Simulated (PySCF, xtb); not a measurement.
FGeH₅N₂O, SMILES [NH2][Ge]([NH2])([OH])[F]. Other conformers were not sampled.

Harmonic wavenumbers (cm⁻¹) from GFN2-xTB run with xtb 6.7.1 at its own minimum, in rising order: 116, 139, 176, 185, 194, 213, 225, 278, 440, 544, 580, 600, 665, 688, 771, 790, 835, 1465, 1470, 3425, 3437, 3454, 3466, 3644.

Task: What does PySCF with B3LYP-D3(BJ)/def2-SVP give at its own minimum? (An estimate is asked for; the answer gives what the named calculation found.)

Result: 110, 143, 197, 236, 241, 255, 276, 311, 484, 538, 680, 709, 743, 749, 873, 880, 926, 1533, 1542, 3535, 3545, 3632, 3645, 3843. Paired by order, the mean absolute difference is 77 cm⁻¹ and the zero-point energies are 39.7 and 42.4 kcal/mol.
